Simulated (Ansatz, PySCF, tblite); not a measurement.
Dissociation curve of BeH (cation, charge +1), singlet.

- UKS-B3LYP/6-31G* = unrestricted B3LYP/6-31G*, spherical d (PySCF 2.14.0)
- GFN2-xTB, 300 K electronic temperature (tblite)
- RKS-B3LYP/6-31G* = restricted B3LYP/6-31G*, spherical d (PySCF 2.14.0)
- FCI = full CI/cc-pVTZ, frozen core run with Ansatz (a first-principles code)

Energies relative to the lowest point of each curve near equilibrium, in kcal/mol; the last columns give the difference from FCI:

```tsv
R / Å	UKS-B3LYP/6-31G*	GFN2-xTB	RKS-B3LYP/6-31G*	FCI	UKS-B3LYP/6-31G* − FCI	GFN2-xTB − FCI	RKS-B3LYP/6-31G* − FCI
1.06	20.1	19.1	20.1	18.6	1.5	0.5	1.5
1.14	8.6	9.1	8.6	7.7	0.9	1.3	0.9
1.19	4.2	5.2	4.2	3.7	0.5	1.6	0.5
1.24	1.5	2.7	1.5	1.3	0.3	1.5	0.3
1.29	0.2	1.1	0.2	0.1	0.1	1.0	0.1
1.33	0.0	0.4	0.0	0.0	0.0	0.4	0.0
1.39	0.7	0.0	0.7	0.8	-0.1	-0.8	-0.1
1.41	1.2	0.0	1.2	1.3	-0.1	-1.3	-0.1
1.45	2.5	0.2	2.5	2.6	-0.1	-2.4	-0.1
1.54	6.5	1.3	6.5	6.5	0.0	-5.2	0.0
1.64	12.3	3.3	12.3	12.0	0.3	-8.7	0.3
1.79	22.2	7.2	22.2	21.2	1.0	-14.0	1.0
1.99	35.8	13.4	35.8	33.3	2.5	-19.9	2.5
2.19	46.5	20.5	48.4	43.8	2.7	-23.3	4.7
2.41	54.6	29.0	60.5	52.9	1.6	-23.9	7.6
2.65	60.1	38.8	71.2	60.1	0.0	-21.3	11.2
2.91	63.9	49.4	80.4	65.1	-1.2	-15.7	15.3
3.26	67.0	62.6	89.2	68.8	-1.8	-6.2	20.5
3.58	68.8	72.6	94.6	70.3	-1.6	2.3	24.3
4.04	70.1	83.1	99.2	71.2	-1.1	11.9	28.0
4.67	71.9	—	101.7	71.5	0.4	—	30.1
5.30	71.1	—	102.1	71.6	-0.5	—	30.5
```

UKS-B3LYP/6-31G* is furthest from FCI at 2.19 (2.7 kcal/mol, above); its mean absolute difference over the points is 0.8 kcal/mol.

GFN2-xTB is furthest from FCI at 2.41 (-23.9 kcal/mol, below); its mean absolute difference over the points is 8.2 kcal/mol.

RKS-B3LYP/6-31G* is furthest from FCI at 5.30 (30.5 kcal/mol, above); its mean absolute difference over the points is 8.2 kcal/mol.

Dashes: no converged value, or the column stops at the first point that the program doubted or that broke a chosen test of continuity, which isn't proof of a fault.

The unrestricted determinant behind UKS-B3LYP/6-31G* is spin-contaminated at 1.99 to 5.30 Å (<S²> up to 0.9, against 0.00 for a pure singlet). The restricted form behind RKS-B3LYP/6-31G* keeps the bonding electrons paired and can't separate into open-shell fragments.
